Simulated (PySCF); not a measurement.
`C=C(CC#N)C(N)=O`, C5H6N2O

Geometry:
| atom | x (Å) | y (Å) | z (Å) |
| --- | --- | --- | --- |
| C1 | -1.045 | -1.029 | -0.776 |
| C2 | -0.394 | -0.257 | 0.082 |
| C3 | -1.005 | 0.951 | 0.746 |
| C4 | -0.554 | 2.134 | 0.054 |
| N5 | -0.185 | 3.047 | -0.525 |
| C6 | 1.010 | -0.539 | 0.530 |
| N7 | 1.843 | -0.975 | -0.441 |
| O8 | 1.356 | -0.401 | 1.683 |
| H9 | -0.594 | -1.904 | -1.213 |
| H10 | -2.068 | -0.833 | -1.052 |
| H11 | -0.655 | 1.000 | 1.782 |
| H12 | -2.097 | 0.917 | 0.721 |
| H13 | 2.808 | -1.143 | -0.204 |
| H14 | 1.579 | -0.969 | -1.410 |

Level of theory: GIAO PBE/6-311G** magnetisability, rotational g tensor and spin-rotation constants, non-relativistic, gas phase (PySCF 2.14.0). Geometry: GFN2-xTB.

(1) Give the nuclear spin-rotation constants along the inertial axes (H = +C I·J) beside the isotropic shieldings.

Results:

(1) Rotational constants 2.9822, 1.5332, 1.3492 GHz. A star marks the isotopologue with that one atom substituted, in its own axes.
```
atom  isotope  Caa (kHz)  Cbb (kHz)  Ccc (kHz)  mean (kHz)  σ (ppm)
  N5      14N      0.444      0.289      0.173       0.302    -25.9
  N7      14N      0.193      0.150      0.089       0.144    152.5
  H9       1H      0.110     -0.131     -0.113      -0.044     26.3
 H10       1H     -0.078      0.010     -0.154      -0.074     26.4
 H11       1H     -0.284     -0.064     -0.036      -0.128     27.9
 H12       1H     -0.225     -0.042     -0.118      -0.128     29.3
 H13       1H     -0.159     -0.033     -0.141      -0.111     27.6
 H14       1H     -0.326     -0.072     -0.013      -0.137     26.8
  C1     13C*      1.159      0.485      0.242       0.629     66.8
  C2     13C*      1.327      0.539      0.298       0.721     39.4
  C3     13C*      0.426      0.238      0.207       0.290    162.5
  C4     13C*      0.863      0.559      0.292       0.572     70.9
  C6     13C*      1.081      0.522      0.518       0.707     23.1
  O8     17O*     -0.746     -0.627     -0.664      -0.679    -72.2
```
For the geometry as given, no vibrational averaging.
